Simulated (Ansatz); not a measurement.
Z-matrix (Å, degrees):
```
C
In 1 2.137
H 1 1.089 2 109.0
H 1 1.091 2 110.5 3 120.5
H 1 1.091 2 110.0 3 -119.9
C 2 2.137 1 138.6 3 -175.4
Cl 2 2.370 1 110.7 3 4.8
H 6 1.091 2 110.4 1 56.5
H 6 1.089 2 109.0 1 177.0
H 6 1.091 2 110.1 1 -63.0
```

Total charge 0; spin multiplicity 1. In takes the def2 core potential.

(1) List the ωB97M-V/def2-TZVPP orbital energies in eV (Ansatz 0.2.0). (Best estimate.)

Results:

(1) Ansatz gave: Occupied: -2770.62, -281.40, -281.40, -261.00, -198.45, -198.37, -198.35, -131.34, -87.83, -87.57, -87.44, -24.88, -24.45, -24.17, -24.13, -24.09, -23.35, -21.75, -21.72, -13.97, -13.95, -13.84, -13.78, -13.77, -10.87, -10.63, -10.60, -9.74. Lowest empty: 0.26, 1.03, 1.61, 1.73, 2.47, 3.56, 4.15, 4.76.
